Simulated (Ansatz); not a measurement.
Relaxation of C3H7BBrCl (13 atoms, charge 0, multiplicity 1), to a largest force component of 0.015 eV/Å in at most 40 steps.

The calculation used RKS PBE0-D4/def2-SVP (Ansatz).

```xyz
13
Properties=species:S:1:pos:R:3
B -0.268 -0.373 1.797
C 0.272 0.728 0.742
C 1.829 0.807 0.619
C 2.438 1.238 1.984
Cl 2.218 2.138 -0.523
Br 2.565 -0.815 -0.088
H 0.441 -1.018 2.408
H -1.444 -0.397 1.947
H -0.201 0.511 -0.273
H -0.164 1.699 1.085
H 2.298 0.327 2.704
H 2.007 2.114 2.394
H 3.580 1.280 1.799
```

Question: Where does it end, and by what steps?

Answer: It converged. After 8 steps the energy has fallen by 0.512 eV; H8 moved furthest, 0.26 Å.

| step | energy less start (eV) | largest force component (eV/Å) | accepted |
| --- | --- | --- | --- |
| 0 | 0.0000 | 4.404 | yes |
| 1 | -0.4085 | 1.015 | yes |
| 2 | -0.4931 | 0.383 | yes |
| 3 | -0.5068 | 0.169 | yes |
| 4 | -0.5091 | 0.098 | yes |
| 5 | -0.5112 | 0.059 | yes |
| 6 | -0.5117 | 0.033 | yes |
| 7 | -0.5121 | 0.028 | yes |
| 8 | -0.5122 | 0.009 | yes |

```xyz
13
Properties=species:S:1:pos:R:3
B -0.286 -0.375 1.745
C 0.279 0.724 0.789
C 1.784 0.860 0.664
C 2.500 1.191 1.953
Cl 2.166 2.137 -0.545
Br 2.487 -0.851 -0.025
H 0.407 -1.009 2.504
H -1.480 -0.564 1.751
H -0.169 0.598 -0.212
H -0.138 1.689 1.146
H 2.309 0.410 2.702
H 2.129 2.155 2.334
H 3.582 1.272 1.788
```

Whether the end is a true minimum wasn't checked by a vibrational analysis.

Time of the run: 61 s on 2 threads of Arm Neoverse V1, with other jobs on the host, peak memory 0.45 GiB.
